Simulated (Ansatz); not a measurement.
Gas-phase electronic energies from Ansatz, PBE0-D4/def2-TZVP geometries. CCSD(T)/CBS adds triple-zeta CCSD(T) − MP2 to the extrapolated MP2 energy (def2 sets, frozen cores). This one scheme is used for every species. DFT in def2-TZVPP. HSE06 is defined as in plane-wave codes. For Br, Se outer-core shells are correlated without core-valence functions, which leaves a few kJ/mol of doubt a bond. Scalar relativity is left out up to krypton. Each species was taken in one conformer, which may not be the lowest.

`[SeH][SiH2]Br` + HCl → `Cl[SiH2]Br` + H₂Se  (ligand exchange at the Si–Se bond)

```csv
level,ΔE (kJ/mol),difference from CCSD(T)/CBS
PBE-D4,-26.9,3.3
BLYP-D4,-31.9,-1.7
B97M-V,-37.7,-7.5
PBE0-D4,-28.3,1.9
HSE06-D4,-28.2,2.0
BHLYP-D4,-34.5,-4.3
CAM-B3LYP-D4,-36.1,-5.9
ωB97X-V,-34.6,-4.4
PBE-QIDH,-30.8,-0.6
PBE,-28.8,1.4
PBE0,-30.1,0.1
r2SCAN0,-32.8,-2.6
BHLYP,-38.5,-8.3
SCS-MP2/def2-TZVPP,-33.3,-3.1
MP2/def2-QZVPP,-30.3,-0.1
CCSD/CBS(def2),-31.6,-1.4
CCSD(T)/CBS,-30.2,0
```

Largest T1 diagnostic among the species: 0.008.

In def2-TZVPP, CCSD(T) changes the Hartree–Fock value by +11.3 kJ/mol (the triples alone add +1.5 kJ/mol) and MP2 by +11.8 kJ/mol. At CCSD(T), def2-SVP lies −3.8 kJ/mol from the extrapolated value and def2-TZVPP −0.9 kJ/mol.
